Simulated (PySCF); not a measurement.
# Dipole response of Dy (dysprosium, neutral)

[Xe] 4f10 6s2, one real determinant. Calculation: PySCF 2.14, in cc-pwCVTZ-X2C with one added diffuse shell of g type (12s11p9d7f5g1h, 195 functions); scalar relativity by spin-free X2C-1e. Coupled (time-dependent) response in atomic units; α is the mean over directions. The basis has no added diffuse functions, which lowers α and C₆.

```
method  mean α (bohr³)         α xx, yy, zz  C₆ (like pair)  S(−4)
  PBE0           173.6  173.9, 173.9, 172.9            2703  13940
```

S(−4) is the Cauchy moment in α(ω) = α(0) + S(−4) ω² + …

Reference α: 163 ± 15 bohr³ (recommended; Schwerdtfeger and Nagle, table of static dipole polarizabilities (2023 update)). Published C₆: 2430 (Gould and Bucko (2016)).

Spin-orbit coupling is absent.

α(iu) at PBE0:

| u (hartree) | α(iu) (bohr³) |
| --- | --- |
| 0 | 173.6 |
| 0.0500 | 145.0 |
| 0.100 | 98.74 |
| 0.200 | 46.39 |
| 0.300 | 26.76 |
| 0.500 | 13.49 |
| 0.750 | 8.199 |
| 1.00 | 5.833 |
| 1.50 | 3.554 |
| 2.00 | 2.448 |
| 3.00 | 1.415 |
| 5.00 | 0.6918 |

A single London oscillator, α(iu) = α/(1 + u²/ω²), gives C₆ = (3/4) ω α². Matching the computed C₆ needs ω = 4 × 2703 / (3 × 173.6²) = 0.120 hartree.

The components differ because the open shell of this determinant is not spherical; for a pure term their mean is the scalar polarisability.

⟨L²⟩ = 34.01 against 42 for a pure I term, so this real determinant mixes terms. Spin-orbit coupling, absent here, splits the open shell strongly.
